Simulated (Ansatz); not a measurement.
Born–Oppenheimer molecular dynamics of ClGeH$_{6}$P (9 atoms, charge 0, multiplicity 1). It starts at the highest image of a converged band. Of that band: Neighbouring images differ by up to 2.2 eV, so the band resolves the path poorly. A vibrational analysis at the climbing image gives one clearly imaginary mode, 1396i cm⁻¹: a first-order saddle point.

The calculation used RKS PBE0-D4/def2-SVP in Ansatz 0.2.0.

```json
{
 "ensemble": "NVE (velocity Verlet)",
 "time step": "0.5 fs",
 "steps asked": "200",
 "starting velocities drawn for": "300 K",
 "seed": "4325"
}
```

First frame:

```xyz
9
Properties=species:S:1:pos:R:3
Ge 0.120 -0.212 0.022
H 0.658 0.348 1.593
H 1.276 0.559 -0.619
H -1.297 0.242 0.375
Cl -0.405 -1.517 -1.752
P 0.917 -2.494 1.361
H -0.359 -2.893 0.879
H 1.599 -2.653 0.123
H 0.795 -0.831 1.572
```

Problem. How far do the bonds stretch over the last three quarters of this one trajectory? (Pairs bonded in most of those frames.)

Solution. 
| bond | mean (Å) | spread (Å) | shortest | longest |
| --- | --- | --- | --- | --- |
| Ge1–H3 | 1.539 | 0.022 | 1.50 | 1.57 |
| Ge1–H4 | 1.543 | 0.049 | 1.47 | 1.62 |
| Ge1–Cl5 | 2.182 | 0.046 | 2.11 | 2.24 |
| Ge1–P6 | 2.345 | 0.202 | 2.07 | 2.72 |
| H2–H9 | 0.763 | 0.028 | 0.72 | 0.80 |
| P6–H7 | 1.431 | 0.015 | 1.40 | 1.46 |
| P6–H8 | 1.430 | 0.028 | 1.38 | 1.47 |

Mean temperature of the second half: 2746 K. The conserved energy stayed within 0.16 meV per atom of its start (net change 0.078 meV per atom), so the integration is sound. The kinetic energy rose, since the run started high on the potential surface and went downhill. It ends in pieces (ClGeH4P + H2), so much of that is their flight and rotation, not heat. A run of 0.1 ps of so small a system gives no equilibrium averages. The orbitals stay closed-shell, which can raise the energy where a bond breaks towards radicals; this wasn't checked here.

Time of the run: 8.5 min on 2 threads of Intel(R) Xeon(R) Processor @ 2.70GHz, with other jobs on the host, peak memory 0.23 GiB.
